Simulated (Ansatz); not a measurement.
System: CH₇AlN₂, charge 0, multiplicity 1. 
Coordinates optimised at B3LYP-D3(BJ)/def2-TZVP (Ansatz, a first-principles code):
```xyz
11

C     -1.5187    -1.1664    -0.1504
Al     0.0249     0.0196    -0.0019
N     -0.1905     1.7686     0.2264
N      1.6786    -0.6260    -0.0767
H     -1.3008    -2.0426    -0.7661
H     -2.3807    -0.6592    -0.5910
H     -1.8307    -1.5342     0.8314
H     -1.0877     2.2245     0.2750
H      0.5457     2.4486     0.3298
H      1.8979    -1.6005    -0.2091
H      2.5286    -0.0917     0.0083
```
Charge 0, spin multiplicity 1.

Basis-set convergence of Hartree-Fock and CCSD(T) correlation energies (hartree) with Ansatz. Correlated levels leave the core frozen unless marked. Spin-orbit coupling is left out. Non-relativistic.

```json
[
 {"basis": "aug-cc-pV(D+d)Z", "functions": "164", "E(HF)": "-392.87586", "E(corr, CCSD(T))": "-0.65248"},
 {"basis": "aug-cc-pV(T+d)Z", "functions": "354", "E(HF)": "-392.92784", "E(corr, CCSD(T))": "-0.77003"},
 {"basis": "aug-cc-pV(Q+d)Z", "functions": "651", "E(HF)": "-392.93918", "E(corr, CCSD(T))": "-0.80432"}
]
```

Extrapolating the two largest sets (X = 3 and 4) as X^-3: E(corr) = (64·(-0.80432) - 27·(-0.77003))/37 = -0.8293 Eh, an estimate of the basis-set limit. The largest set recovers 97.0 % of it, the smallest 78.7 %.
